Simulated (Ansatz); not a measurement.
A nudged elastic band was laid between two geometries of CH3BrClNOSi (9 atoms, charge 0, multiplicity 1).

These are results of RKS PBE/def2-SVP (Ansatz), not measurements.

```
movable images  : 7
climbing image  : yes
spring          : 5.0 eV/Å²
optimiser       : quadratic models (default)
start path      : through a guess of the saddle point
force threshold : 0.03 eV/Å
iteration limit : 60
end points      : relaxed
```

Initial state:

```xyz
9
Properties=species:S:1:pos:R:3
O -1.717 -1.104 -0.334
C -1.014 -1.005 0.659
N 0.133 -0.241 0.688
Si 0.646 0.622 -0.771
Cl 2.571 1.249 -0.311
Br -0.630 2.398 -1.178
H -1.236 -1.531 1.631
H 0.657 -0.174 1.566
H 0.679 -0.260 -1.967
```

Final state:

```xyz
9
Properties=species:S:1:pos:R:3
O -0.200 -2.085 -0.098
C -0.597 -1.275 0.726
N -0.370 0.080 0.612
Si 0.499 0.703 -0.800
Cl 2.520 0.291 -0.693
Br 0.187 2.914 -0.681
H -1.186 -1.562 1.643
H -0.710 0.699 1.354
H -0.054 0.189 -2.079
```

Q: Which bonds break or form, and what moves?

A: No bond is made or broken. The dihedral C2–N3–Si4–H9 goes from -50 to 50°.

Q: Give the energies along the band, and the barrier.

A: It converged. The highest image is number 4 of 0 to 8, 5.2 kJ/mol above the first end and 5.7 kJ/mol above the last; the last end lies 0.5 kJ/mol below the first. A vibrational analysis at the climbing image gives one clearly imaginary mode, 42i cm⁻¹: a first-order saddle point.

| image | path coordinate (Å) | energy (kJ/mol) | dihedral C2–N3–Si4–H9 (°) |
| --- | --- | --- | --- |
| 0 | 0.00 | 0.0 | -50 |
| 1 | 0.40 | 1.0 | -38 |
| 2 | 0.80 | 3.0 | -25 |
| 3 | 1.20 | 4.6 | -13 |
| 4 | 1.61 | 5.2 | -1 |
| 5 | 2.02 | 4.5 | 11 |
| 6 | 2.44 | 2.8 | 24 |
| 7 | 2.86 | 0.6 | 37 |
| 8 | 3.28 | -0.5 | 50 |

Q: What is the geometry of the highest image?

A: 
```xyz
9
Properties=species:S:1:pos:R:3
O -1.157 -1.852 -0.348
C -0.866 -1.214 0.645
N -0.095 -0.057 0.654
Si 0.607 0.701 -0.779
Cl 2.658 0.823 -0.511
Br -0.193 2.778 -0.946
H -1.199 -1.503 1.683
H 0.054 0.368 1.575
H 0.279 -0.088 -1.991
```

Q: What are the harmonic wavenumbers there?

A: 42i, 119, 132, 162, 217, 280, 422, 541, 576, 644, 736, 761, 816, 987, 1089, 1349, 1370, 1785, 2278, 2848, 3492 cm⁻¹.

The run took 2.4 min on 2 threads of Intel(R) Xeon(R) Platinum 8559C (Emerald Rapids), on a shared host, peak memory 0.2 GiB.
